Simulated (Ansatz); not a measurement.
Molecule: C3H10GeN (charge 0, doublet). It need not be the lowest isomer of its formula. 
Coordinates optimised at B3LYP-D3(BJ)/def2-TZVP (Ansatz, an electronic-structure program):
```xyz
15

C     -2.3186    -0.2983    -0.5873
C     -1.3384     0.7974    -0.8106
N     -0.1310     0.8209    -0.1282
C      0.7163     1.9751    -0.3923
Ge     0.7007    -0.7495     0.4360
H     -2.6813    -0.3485     0.4518
H     -3.1875    -0.1551    -1.2297
H     -1.9066    -1.2871    -0.8210
H     -1.6943     1.7652    -1.1439
H      0.1441     2.8939    -0.2349
H      1.5650     1.9876     0.2909
H      1.0977     1.9882    -1.4214
H      1.9307    -0.2831     1.2280
H     -0.2666    -1.5406     1.3256
H      1.1390    -1.6282    -0.7596
```
Charge 0, spin multiplicity 2.

Basis-set convergence of Hartree-Fock and MP2 correlation energies (hartree) with Ansatz. Cores are frozen in the correlated levels unless marked. Open shells are spin-unrestricted. Spin-orbit coupling is left out. The frozen core is the preceding noble-gas configuration, with the filled d and f shells of earlier blocks. Non-relativistic.

```csv
basis,functions,E(HF),"E(corr, MP2)"
cc-pVDZ,133,-2249.16174,-0.68148
cc-pVTZ,303,-2249.28722,-0.83947
cc-pVQZ,588,-2249.30319,-0.89370
```

Extrapolating the two largest sets (X = 3 and 4) as X^-3: E(corr) = (64·(-0.89370) - 27·(-0.83947))/37 = -0.9333 Eh, an estimate of the basis-set limit. The largest set recovers 95.8 % of it, the smallest 73.0 %.
